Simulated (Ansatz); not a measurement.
`[SiH3]C(Cl)Cl` + HBr → `ClC(Cl)Br` + SiH₄ at 700 K and 1 bar (substitution at a C–Si bond).

Gas-phase electronic energies from Ansatz, PBE0-D4/def2-TZVP geometries. CCSD(T)/CBS is the MP2 limit (def2-TZVPP, def2-QZVPP) plus CCSD(T) − MP2 in def2-TZVPP, frozen cores. This one scheme is used for every species. For Br outer-core shells are correlated without core-valence functions, which leaves a few kJ/mol of doubt a bond. Scalar relativity is left out up to krypton.

```csv
species,CCSD(T)/CBS energy (Eh),H − E (kJ/mol),S (J/(mol·K))
`[SiH3]C(Cl)Cl`,-1249.07910,180.2,424.2
HBr,-2573.91920,36.5,223.7
`ClC(Cl)Br`,-3531.51017,97.9,383.5
SiH₄,-291.46306,115.5,252.9
```

H − E and S are ideal-gas, rigid-rotor, harmonic terms from PBE0-D4/def2-TZVP. 1 Eh = 2625.50 kJ/mol, R = 8.31446 J/(mol·K).

By hand: ΔE, ΔH, ΔS and ΔG.

ΔE = (-3531.51017) + (-291.46306) − (-1249.07910) − (-2573.91920) = 0.02507 Eh = 65.8 kJ/mol. Δ(H − E) = 97.9 + 115.5 − 180.2 − 36.5 = -3.3, so ΔH = 62.5 kJ/mol. ΔS = 383.5 + 252.9 − 424.2 − 223.7 = -11.5 J/(mol·K). ΔG = 62.5 − 700 × (-11.5)/1000 = 70.5 kJ/mol.

By hand: the equilibrium constant, and the temperature at which ΔG would vanish if ΔH and ΔS stayed fixed.

log₁₀ K = −ΔG/(RT ln 10) = -5.3. ΔH and −TΔS have one sign here, so there is no such temperature.

The number of gas molecules stays the same, so ΔS is small and ΔH decides. A doubt of 5 kJ/mol in ΔE shifts log₁₀ K by 0.4 here. These are equilibria of isolated gas molecules and say nothing of rates. Largest T1 diagnostic: 0.011 (customary marks: 0.02 for closed shells, 0.045 for open ones).
